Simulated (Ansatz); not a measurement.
Consider the cleavage of the Si–Si bond: `[SiH3][SiH2][GaH2]` + H₂S → `S[SiH2][GaH2]` + SiH₄.

Gas-phase electronic energies from Ansatz, PBE0-D4/def2-TZVP geometries. CBS: MP2 limit from def2 TZ/QZ plus the TZ coupled-cluster correction, frozen cores. This one scheme is used for every species. DFT in def2-TZVPP. B3LYP here is the variant with VWN-RPA as its local correlation; programs differ in this. HSE06 is defined as in plane-wave codes. For Ga outer-core shells are correlated without core-valence functions, which leaves a few kJ/mol of doubt a bond. Scalar relativity is left out up to krypton. Each species was taken in one conformer, which may not be the lowest.

| level | ΔE (kcal/mol) | difference from CCSD(T)/CBS |
| --- | --- | --- |
| PBE-D4 | -8.6 | 1.9 |
| revPBE-D4 | -9.0 | 1.5 |
| BLYP-D4 | -10.6 | -0.1 |
| r2SCAN-D4 | -10.2 | 0.3 |
| B97M-V | -9.4 | 1.1 |
| PBE0-D4 | -9.0 | 1.5 |
| B3LYP-D4 | -10.6 | -0.1 |
| r2SCANh-D4 | -10.2 | 0.3 |
| r2SCAN0-D4 | -10.2 | 0.3 |
| HSE06-D4 | -9.0 | 1.5 |
| BHLYP-D4 | -11.3 | -0.8 |
| CAM-B3LYP-D4 | -10.8 | -0.3 |
| ωB97X-V | -10.3 | 0.2 |
| ωB97M-V | -11.4 | -0.9 |
| B2PLYP | -11.2 | -0.7 |
| PBE-QIDH | -10.4 | 0.1 |
| PBE | -8.7 | 1.8 |
| revPBE | -8.6 | 1.9 |
| BLYP | -10.5 | 0.0 |
| r2SCAN | -10.2 | 0.3 |
| PBE0 | -9.1 | 1.4 |
| B3LYP | -10.7 | -0.2 |
| r2SCANh | -10.3 | 0.2 |
| r2SCAN0 | -10.3 | 0.2 |
| HSE06 | -9.1 | 1.4 |
| CAM-B3LYP | -10.9 | -0.4 |
| LC-ωPBE | -9.5 | 1.0 |
| RPA@PBE/def2-TZVPP | -10.0 | 0.5 |
| MP2/def2-SVP | -10.7 | -0.2 |
| CCSD/def2-SVP | -9.3 | 1.2 |
| CCSD(T)/def2-SVP | -9.3 | 1.2 |
| HF/def2-TZVPP | -12.7 | -2.2 |
| SCS-MP2/def2-TZVPP | -12.1 | -1.6 |
| CCSD(T)/def2-TZVPP | -10.0 | 0.5 |
| HF/def2-QZVPP | -12.7 | -2.2 |
| MP2/def2-QZVPP | -12.3 | -1.8 |
| SCS-MP2/def2-QZVPP | -12.4 | -1.9 |
| HF/CBS(def2) | -12.7 | -2.2 |
| MP2/CBS(def2) | -12.6 | -2.1 |
| CCSD/CBS(def2) | -10.6 | -0.1 |
| CCSD(T)/CBS | -10.5 | 0 |

Largest T1 diagnostic among the species: 0.014.

At CCSD(T), def2-SVP lies +1.2 kcal/mol from the extrapolated value and def2-TZVPP +0.5 kcal/mol. Leaving LDA and LC-ωPBE aside and taking each functional with its dispersion term where it has one, the values spread over 2.8 kcal/mol, from ωB97M-V to PBE-D4. From BLYP to BHLYP (50 % exact exchange), in def2-TZVPP and without D4, ΔE moves by −1.0 kcal/mol.
